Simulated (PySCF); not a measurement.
How methods differ on the ionisation energy of Te⁵¹⁺

Te⁵¹⁺ 1s1 (2S) → Te⁵²⁺ (bare nucleus), as a difference of total energies. All numbers are calculated (PySCF 2.14, the spin-free X2C one-electron Hamiltonian (Gaussian nucleus), in an even-tempered Gaussian basis (17 s from 110 bohr⁻², ratio 2.2; 7 p from 160 bohr⁻², ratio 2.4; 4 d from 480 bohr⁻², ratio 2.4; 3 f from 720 bohr⁻², ratio 2.4; 3 g from 1100 bohr⁻², ratio 2.4)). The calculations carry no spin-orbit coupling.

```tsv
method	ionisation energy (eV)	difference from reference (eV)
UHF	38216.5	+38.8
LDA	38152.4	-25.3
PBE	38212.2	+34.5
PBE0	38213.3	+35.6
r2SCAN	38219.0	+41.3
PW91	38213.8	+36.1
PBEsol	38190.4	+12.7
```

Reference: 38177.7 eV (theoretical estimate listed by NIST; NIST Atomic Spectra Database, ionization energies).

For one electron Hartree-Fock is exact for this Hamiltonian up to the basis; QED and nuclear recoil make up the gap, and the density functionals add self-interaction.
